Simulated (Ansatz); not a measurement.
Born–Oppenheimer molecular dynamics of CH$_{3}$BFNO (8 atoms, charge 0, multiplicity 1). It starts at the highest image of a converged band. Of that band: A vibrational analysis at the climbing image gives no mode beyond 40i cm⁻¹: the surface is too flat there to confirm a saddle point.

Method: RKS PBE0/6-31G* in Ansatz.

| Quantity | Value |
| --- | --- |
| ensemble | NVE (velocity Verlet) |
| time step | 0.5 fs |
| steps asked | 200 |
| starting velocities drawn for | 100 K |
| seed | 4216 |

First frame:

```xyz
8
Properties=species:S:1:pos:R:3
C -0.368 0.893 -1.092
N -0.607 -0.070 -0.302
B 0.434 -0.441 0.662
O 0.232 -1.470 1.511
F 1.597 0.207 0.740
H -1.123 1.200 -1.825
H 0.570 1.468 -1.099
H -0.643 -1.845 1.349
```

**Question.** How far do the bonds stretch over the last three quarters of this one trajectory? (Pairs bonded in most of those frames.)

**Answer.** 
```
 bond  mean (Å)  spread (Å)  shortest  longest
C1–N2     1.269       0.010      1.25     1.29
C1–H6     1.096       0.008      1.08     1.11
C1–H7     1.101       0.004      1.09     1.11
N2–B3     1.468       0.017      1.44     1.51
B3–O4     1.349       0.012      1.33     1.37
B3–F5     1.334       0.010      1.32     1.35
O4–H8     0.967       0.004      0.96     0.97
```

Mean temperature of the second half: 50 K. The conserved energy stayed within 0.029 meV per atom of its start (net change 0.012 meV per atom), so the integration is sound. The temperature averaged 0.50 of the 100 K drawn at the start: a run that starts near a minimum puts about half its kinetic energy into the potential. A run of 0.1 ps of so small a system gives no equilibrium averages. The orbitals stay closed-shell, which can raise the energy where a bond breaks towards radicals; this wasn't checked here.

Run time: 9.7 min on 1 thread of Arm Neoverse V1 (shared host), peak memory 0.14 GiB.
